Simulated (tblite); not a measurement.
Compound: C6H9NSi.
Bonds: Si1–C2, C2–C3, C3–C4 (aromatic), C4–C5 (aromatic), C5–N6 (aromatic), N6–C7 (aromatic), C7–C8 (aromatic), C3–C8 (aromatic). Hydrogens: H9, H10, H11 on Si1; H12, H13 on C2; H14 on C4; H15 on C5; H16 on C7; H17 on C8.

Computed with GFN2-xTB (tblite), gas phase: Langevin dynamics at 200 K from the optimised GFN2-xTB geometry, time step 0.5 fs, friction 0.01 fs⁻¹, 2000 steps. The instantaneous temperature is 2·E(kin)/(3Nk) with all 3N coordinates.

```tsv
t (fs)	T (K)	E(pot) above start (eV)	Si1–C2 (Å)	C2–C3 (Å)	C3–C4 (Å)	C4–C5 (Å)	C5–N6 (Å)	Si1–H9 (Å)	Si1–C2–C3–C4 (°)
0	173	0.000	1.914	1.486	1.392	1.384	1.323	1.464	89
25	129	0.199	1.893	1.485	1.372	1.392	1.323	1.440	91
50	158	0.237	1.939	1.505	1.378	1.396	1.340	1.490	95
75	123	0.220	1.897	1.510	1.369	1.388	1.318	1.471	92
100	110	0.198	1.955	1.506	1.404	1.362	1.312	1.460	96
125	125	0.306	1.889	1.518	1.436	1.359	1.300	1.477	99
150	131	0.173	1.930	1.508	1.389	1.381	1.304	1.449	100
175	123	0.272	1.923	1.501	1.382	1.378	1.347	1.488	95
200	161	0.279	1.921	1.492	1.405	1.392	1.376	1.453	91
225	186	0.323	1.936	1.469	1.399	1.363	1.359	1.481	85
250	158	0.374	1.932	1.465	1.448	1.345	1.337	1.462	80
275	158	0.332	1.899	1.460	1.419	1.354	1.332	1.481	82
300	187	0.408	1.923	1.495	1.422	1.379	1.327	1.457	84
325	215	0.294	1.895	1.482	1.387	1.396	1.338	1.448	90
350	147	0.370	1.958	1.475	1.376	1.385	1.339	1.487	85
375	172	0.304	1.913	1.503	1.408	1.381	1.341	1.467	84
400	142	0.214	1.931	1.468	1.416	1.365	1.330	1.413	86
425	151	0.294	1.907	1.484	1.405	1.386	1.297	1.538	86
450	206	0.261	1.917	1.483	1.416	1.393	1.307	1.469	86
475	155	0.326	1.904	1.451	1.390	1.401	1.330	1.428	88
500	202	0.420	1.916	1.478	1.396	1.382	1.341	1.489	100
525	200	0.492	1.901	1.525	1.411	1.383	1.327	1.482	104
550	181	0.514	1.910	1.500	1.389	1.385	1.291	1.442	101
575	211	0.590	1.902	1.555	1.356	1.406	1.302	1.474	104
600	207	0.443	1.944	1.523	1.373	1.393	1.335	1.479	104
625	274	0.435	1.922	1.481	1.364	1.381	1.339	1.459	104
650	224	0.427	1.920	1.541	1.415	1.388	1.329	1.459	104
675	226	0.321	1.900	1.448	1.410	1.377	1.325	1.490	102
700	171	0.404	1.944	1.450	1.394	1.392	1.296	1.457	104
725	171	0.303	1.892	1.508	1.422	1.426	1.297	1.459	101
750	131	0.486	1.914	1.449	1.384	1.425	1.310	1.433	98
775	253	0.224	1.916	1.458	1.376	1.396	1.343	1.468	98
800	173	0.509	1.922	1.463	1.377	1.390	1.337	1.434	88
825	227	0.354	1.940	1.447	1.425	1.379	1.317	1.469	95
850	152	0.551	1.958	1.496	1.436	1.405	1.304	1.484	90
875	230	0.355	1.922	1.493	1.376	1.434	1.311	1.445	94
900	214	0.427	2.001	1.482	1.344	1.394	1.321	1.444	88
925	213	0.333	1.887	1.496	1.381	1.383	1.320	1.496	93
950	202	0.395	1.941	1.482	1.406	1.387	1.344	1.476	93
975	204	0.496	1.905	1.501	1.408	1.402	1.312	1.428	78
1000	253	0.403	1.936	1.496	1.409	1.390	1.306	1.517	95
```

Question: From 500 fs on, how do temperature and potential energy compare with equipartition?

Answer: The mean temperature of these 21 frames is 206 K against the target 200 K, and the mean potential energy 0.42 eV against 45 × kT/2 = 0.39 eV for 45 classical harmonic modes. For 17 atoms in a canonical ensemble the temperature itself scatters by T·√(2/(3N)) = 40 K; here its standard deviation is 34 K. The whole run lasts only 10 friction times of 100 fs, so these averages carry a wide statistical error.

Question: What are the kinetic and total energies of the listed frame with the highest potential energy?

Answer: The one at 575 fs, 0.590 eV above the start. Its kinetic energy is 3NkT/2 = 0.463 eV at 211 K, so the sum is 1.05 eV; over the listed frames the sum runs from 0.38 to 1.05 eV, since the thermostat adds and removes energy.

Question: How much do the listed bonds fluctuate from 500 fs on?

Answer: 
```tsv
bond	at the start (Å)	mean (Å)	standard deviation (Å)
Si1–C2	1.914	1.923	0.025
C2–C3	1.486	1.489	0.030
C3–C4	1.392	1.393	0.023
C4–C5	1.384	1.395	0.016
C5–N6	1.323	1.319	0.016
Si1–H9	1.464	1.466	0.023
```

The motion is classical and holds no zero-point motion.

What follows is the cost of the whole dynamics run. Hardware: an Intel Xeon at 2.50 GHz with one thread, on a shared host. Cost: 41 s wall, 0.18 GiB resident at most.
